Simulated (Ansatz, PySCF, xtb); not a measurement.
Noncovalent pair: H2S (SMILES S) (first 3 atoms) with C2H6 (SMILES CC); geometry from B3LYP-D3(BJ)/def2-TZVP, rigid monomers moved along the line of their centres of mass till H2···C5 is 3.42 Å.
(charge 0, multiplicity 1):
```json
[
 {"atom": "S", "x (Å)": "0.1478", "y (Å)": "0.1232", "z (Å)": "-0.1988"},
 {"atom": "H", "x (Å)": "0.9034", "y (Å)": "0.4898", "z (Å)": "0.8480"},
 {"atom": "H", "x (Å)": "-0.2928", "y (Å)": "-0.9752", "z (Å)": "0.4346"},
 {"atom": "C", "x (Å)": "-0.8409", "y (Å)": "-0.1851", "z (Å)": "4.1934"},
 {"atom": "C", "x (Å)": "0.6847", "y (Å)": "-0.1501", "z (Å)": "4.2009"},
 {"atom": "H", "x (Å)": "-1.2401", "y (Å)": "0.0936", "z (Å)": "3.2166"},
 {"atom": "H", "x (Å)": "-1.2552", "y (Å)": "0.5085", "z (Å)": "4.9275"},
 {"atom": "H", "x (Å)": "-1.2156", "y (Å)": "-1.1819", "z (Å)": "4.4346"},
 {"atom": "H", "x (Å)": "1.1049", "y (Å)": "-0.8564", "z (Å)": "3.4815"},
 {"atom": "H", "x (Å)": "1.0847", "y (Å)": "-0.4106", "z (Å)": "5.1827"},
 {"atom": "H", "x (Å)": "1.0600", "y (Å)": "0.8443", "z (Å)": "3.9489"}
]
```

Monomers are frozen at their geometry in the pair; levels with a basis set take the counterpoise correction. Rows marked so take none.

Rows in 3-21G carry no dispersion term and start afresh at each structure.

Codes used: Ansatz (Gaussian orbitals); PySCF for 3-21G rows; xtb for the GFN methods. Each number belongs to the level named beside it.

**Question.** What is the computed interaction energy (GFN1-xTB)?

**Answer.** -0.7 kcal/mol

Ansatz is a quantum-chemistry and plane-wave program.
